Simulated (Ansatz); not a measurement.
## The atomisation energy (no zero-point term) down a group: C to Sn

Gas-phase molecules, one atom swapped for its congeners: C3H6O2 `COC(C)=O`; C2H6O2Si `CC(=O)O[SiH3]`; C2H6GeO2 `CC(=O)[O][GeH3]`; C2H6O2Sn `CC(=O)[O][SnH3]`. All are singlets with charge 0.

Shapes, held fixed at every level: PBE0-D4/def2-TZVP. Flexible molecules stand in one conformer, not always the lowest. Programs: Ansatz 0.2.0. Values in eV.

| level | C3H6O2 | C2H6O2Si | C2H6O2Sn |
| --- | --- | --- | --- |
| HF/def2-SVP | 34.37 | 32.60 | 29.35 |
| SPW92/def2-TZVPP | 54.79 | 51.42 | 48.52 |
| B2PLYP/def2-TZVPP | 46.76 | 44.33 | 41.15 |
| MP2/def2-SVP | 45.85 | 43.08 | 40.07 |
| MP2/def2-TZVPP | 46.98 | 44.49 | 41.30 |
| CCSD(T)/def2-TZVPP | 45.95 | 43.61 | 40.69 |

(1) Estimate the column for C2H6GeO2 from its neighbours.

## Answers

(1) The mean of the neighbours at CCSD(T)/def2-TZVPP is 42.15 eV, against 42.14 from the run. All rows: HF/def2-SVP 30.93; SPW92/def2-TZVPP 49.98; B2PLYP/def2-TZVPP 42.64; MP2/def2-SVP 41.62; MP2/def2-TZVPP 42.94; CCSD(T)/def2-TZVPP 42.14 eV. At CCSD(T)/def2-TZVPP the atomisation energy falls at every step, from 45.95 to 40.69 eV. Every level shows the same order. For atoms past krypton def2 sets carry core potentials with scalar relativity. Relativity is left out for Ge. Outer-core shells of Ge, Sn are correlated in most correlated rows, in sets that cover them unevenly. Spin-orbit coupling, which grows down the group, is left out (summed over each molecule's free atoms 0.03, 0.05, 0.15, 0.33 eV). Coupled cluster in double- or triple-zeta sets underbinds by a few per cent against its basis-set limit.
